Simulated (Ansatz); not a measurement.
Wavefunction ladder for `[CH3][Ga]([F])[TeH]`

```csv
atom,x (Å),y (Å),z (Å)
C1,0.795,-0.387,0.912
Ga2,-0.113,-0.235,-0.808
F3,0.414,-1.311,-2.102
Te4,-1.975,1.251,-1.600
H5,0.628,-1.386,1.318
H6,0.430,0.356,1.620
H7,1.868,-0.253,0.765
H8,-2.046,1.966,-0.105
```

Total charge 0; spin multiplicity 1. Correlated methods include outer-core shells of Ga, Te, which these sets cover unevenly. Scalar relativity is left out up to krypton. Te takes the def2 core potential. The geometry is a stationary point of PBE0-D4/def2-TZVP. Frozen core, restricted reference, the Gaussian-basis code of Ansatz.

```tsv
basis	HF (Eh)	MP2 corr.
def2-SVP	-2329.60628	-0.66346
def2-TZVPP	-2330.03818	-1.12027
def2-QZVPP	-2330.08676	-1.56338
```

(1) Estimate the CCSD correlation energy and the (T) correction in each basis where they were run (hartree).

## Answers

(1) 
```tsv
basis	CCSD corr.	(T)
def2-SVP	-0.68451	-0.01886
def2-TZVPP	-1.10805	-0.03529
```
